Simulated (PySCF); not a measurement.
**Assigning NMR signals**

Bonds: C1-N2, N2-C3, C3-C4, C3-C5, C5-N6, C3-Si7, Si7-C8. C1 carries H9, H10, H11; N2 carries H12; C4 carries H13, H14, H15; C5 carries H16; N6 carries H17; Si7 carries H18, H19; C8 carries H20, H21, H22.

Level of theory: geometry: GFN2-xTB, PBE0/pcSseg-1 with gauge-including orbitals, in PySCF 2.14 (relativity neglected, single conformer, averaged over atoms made equivalent by symmetry, fast rotation or ring inversion, in vacuum).

δ = σ(ref) − σ, references computed at the same level: 13C (σref 186.93) and 1H (σref 31.72) against TMS.

Problem. Assign these signals to the numbered atoms. 13C{1H} NMR (computed): δ 180.8 (CH), 56.7 (C), 32.2 (CH3), 16.3 (CH3), -9.1 (CH3).

Solution. 
180.8 → C5, carbon bonded to C, N, H
56.7 → C3, carbon bonded to 2 C, N, Si
32.2 → C1, carbon bonded to N, 3 H
16.3 → C4, carbon bonded to C, 3 H
-9.1 → C8, carbon bonded to Si, 3 H

Problem. Assign these signals to the numbered atoms. 1H NMR (600 MHz, computed): δ 10.43 (br s, 1H), 8.38 (s, 1H), 4.17 (m, 1H), 3.55 (m, 1H), 2.65 (br s, 1H), 2.40 (s, 3H), 1.33 (s, 3H), 0.32 (m, 3H).

Solution. 
```tsv
δ (ppm)	atoms	environment	reason
10.43	H17	hydrogen on a nitrogen bonded to C	–
8.38	H16	hydrogen on a carbon bonded to C, N	–
4.17	H18	hydrogen on a silicon bonded to 2 C	–
3.55	H19	hydrogen on a silicon bonded to 2 C	–
2.65	H12	hydrogen on a nitrogen bonded to 2 C	–
2.40	H9/H10/H11	hydrogen on a carbon bonded to N	–
1.33	H13/H14/H15	hydrogen on a carbon bonded to C	–
0.32	H20/H21/H22	hydrogen on a carbon bonded to Si	–
```

OH and NH positions are those of a molecule without intermolecular hydrogen bonds; in solution they move with solvent, concentration and temperature, and exchange usually removes their couplings. Shifts are as computed. Against solution values, carbons near 30 ppm lie about +3 ppm off and those near 130 ppm about +5 ppm. Of 1309 compounds with measured shifts, 239 miss one by over three times the rms of a fit or turn the order of signals round; such compounds aren't used in these exercises. No couplings were computed; multiplicities are counted from neighbouring protons, with m where these are inequivalent, close in shift, in a saturated or five-membered ring or joined by F or P, and br s for small geminal =CH2 splittings.
